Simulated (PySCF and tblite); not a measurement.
Values are calculated unless marked as measured or tabulated.
System: C6H13N, numbered as in [CH3:1][C:2]([CH3:3])([CH3:4])[N:5]1[CH2:6][CH2:7]1.

Level: PBE0/pcSseg-1 + D3(BJ) on GFN2-xTB stationary points, with GFN2-xTB thermal terms. Rates follow Eyring's equation with the number of equivalent paths and no tunnelling. Programs: tblite and PySCF.

(1) Estimate the barrier and the room-temperature rate of the rotation about the C2–N5 bond (torsion C1–C2–N5–C6 from -83° to -198°, falling).

Results:

(1) The electronic barrier is 4.7 kcal/mol and ΔG‡(298 K) 5.7 kcal/mol, over a Cs saddle with an imaginary mode of 85i cm⁻¹ (GFN2-xTB). With 2 equivalent paths, k is 9×10⁸ s⁻¹, a mean lifetime of the start of 1.1 ns against this motion.
